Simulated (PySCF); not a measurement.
Worked example: entropy of an ideal gas

C3H3N, SMILES C=CC#N.

Geometry: B3LYP-D3(BJ)/def2-SVP.

B3LYP-D3(BJ)/def2-SVP (PySCF) gives the harmonic wavenumbers 231, 350, 570, 710, 889, 980, 1002, 1097, 1298, 1422, 1687, 2361, 3154, 3172, 3260 cm⁻¹ and the rotational temperatures 2.4189, 0.2360, 0.2150 K. The molar mass is 53.06 g/mol, the symmetry number 1, the spin multiplicity 1.

### Question
Work out the entropy at 298.15 K and 1 atm in the rigid-rotor, harmonic-oscillator model.

### Answer

Translation (Sackur–Tetrode at 1 atm): S = R[1.5 ln M + 2.5 ln T − 1.16487] = 158.3 J/(mol K).
Rotation: q = (√π/σ) T^1.5/√(θA θB θC) = 26000, S = R[ln q + 3/2] = 97.0 J/(mol K).
Vibration: with u = 1.4388 ν/T, each mode gives R[u/(e^u − 1) − ln(1 − e^−u)]:
```csv
ν (cm⁻¹),modes,u,S (J/(mol K))
231,1,1.11,7.83
350,1,1.69,4.88
570,1,2.75,2.11
710,1,3.43,1.23
889,1,4.29,0.61
980,1,4.73,0.42
1002,1,4.84,0.39
1097,1,5.29,0.26
1298,1,6.26,0.12
1422,1,6.86,0.07
1687,1,8.14,0.02
```
The stiffer modes add less than 0.005 each. Sum 17.9 J/(mol K).
Spin: R ln 1 = 0.0 J/(mol K).
Total 273.2 J/(mol K); the program's own thermochemistry gives 273.2. Translation makes up 58 % and vibration 7 %. Anharmonicity, hindered rotation and orbital degeneracy are left out.
